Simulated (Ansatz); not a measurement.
System: magnesium atom, Mg (charge 0, singlet).

Wanted: ionisation energy to the doublet, in eV. Conventions: each state is the SCF solution reached for its charge and spin; no spin-orbit coupling; six Cartesian d functions in 6-31G* and its kin unless marked 5d; 6-311+G** with 5d, 6d on Na to Ar in Ansatz (a quantum-chemistry and plane-wave program); non-relativistic; open shells spin-unrestricted.

Measured values: NIST ASD by pymatgen's periodic table; they hold spin-orbit and core effects. 

Value to compare with, the measured value: 7.65 eV.

```
level             program  ionisation energy to the doublet (eV)  error
----------------  -------  -------------------------------------  -----
B3LYP/STO-3G       Ansatz                                   2.80  -4.85
B3LYP/3-21G        Ansatz                                   7.74   0.09
B3LYP/6-31G*       Ansatz                                   7.73   0.08
B3LYP/6-311+G**    Ansatz                                   7.72   0.07
B3LYP/def2-TZVPD   Ansatz                                   7.74   0.09
```

Among the 4 habitual levels, B3LYP/STO-3G lies farthest from the measured value (-4.85 eV); 3 of 4 lie above it, and their mean absolute error is 1.27 eV, the median 0.08. One case shows no general order.

The sets are all those run for this method; runs whose electronic state is in doubt are left out.
